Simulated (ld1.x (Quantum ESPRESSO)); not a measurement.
Before and after: TM potential for Ir

- Element: iridium
- Generator: ld1.x (Quantum ESPRESSO) 7.5
- Type: norm-conserving Troullier–Martins (Kleinman–Bylander form)
- Functional: BLYP
- Relativity: scalar-relativistic
- Frozen core: [Xe] 4f14
- Valence charge: 9
- Reference configuration: 5d7 6s2 6p0
- Partial waves: 6s (bound): rc 2.00 bohr; 6p (bound, empty): rc 2.60 bohr; 5d (bound): rc 2.10 bohr
- Local potential: all-electron potential smoothed inside 1.55 bohr (lloc = -1)
- Core correction: Bessel-smoothed model core inside 1.55 bohr

Change: all radii but the core radius scaled by about 1.37 (s 2.74, p 3.56, d 2.88 bohr); local potential all-electron potential smoothed inside 2.12 bohr (lloc = -1).

Cutoffs: the cutoffs (Ry, on a coarse ladder) from which the occupation-weighted sum of valence levels, in a spherical-Bessel basis at the reference potential, stays within 10 and 1 mRy of its value at 400 Ry; they do not see the model core or the augmentation charge, which bear on the density cutoff. Errors are all-electron minus pseudo energies relative to the spin-unpolarised reference configuration.

Q: Predict the effect on cutoff, ghosts and configuration errors.

A: The potential gets softer (40 Ry and 55 Ry → 30 Ry and 35 Ry); the bound ghosts move from p, s to s; of the 7 tests that both files solve, the error grows in 3 and shrinks in 3 by more than 15 % and 0.3 meV (median size 37.3 → 27.7 meV). A larger radius leaves more room for a smooth pseudo-wave, so fewer plane waves are needed.

| quantity | base | changed |
| --- | --- | --- |
| cutoff, loose | 40 Ry | 30 Ry |
| cutoff, tight | 55 Ry | 35 Ry |
| loose cutoff by channel (10 mRy a level) | s 15 Ry, d 30 Ry | s 12 Ry, d 25 Ry |
| bound ghosts | s, p | s |
| error for 5d7 6s1 6p0, meV [ΔE 9.85 eV] | -8.7 | -11 |
| error for 5d7 6s0 6p0, meV [ΔE 27.39 eV] | -37 | -47 |
| error for 5d6 6s0 6p0, meV [ΔE 57.84 eV] | -82 | -132 |
| error for 5d7 6s1.5 6p0, meV [ΔE 4.01 eV] | -2.8 | -3.2 |
| error for 5d7 6s1 6p1, meV [ΔE 5.28 eV] | -2.9 | -2.4 |
| error for 5d8 6s1 6p0, meV [ΔE -0.25 eV] | -40 | -28 |
| error for 5d8 6s0 6p0, meV [ΔE 8.75 eV] | -84 | -37 |

Changed file: These tests converged, but a pseudo level misses the all-electron one widely, so the file describes the atom poorly there or has found another state: 5d6 6s0 6p0: empty 6s by 3.4 eV (a node warning on the way). A true bound ghost makes a file unfit for plane-wave use even where its test errors are small: the radial tests pick states by their node count and pass the ghost by.
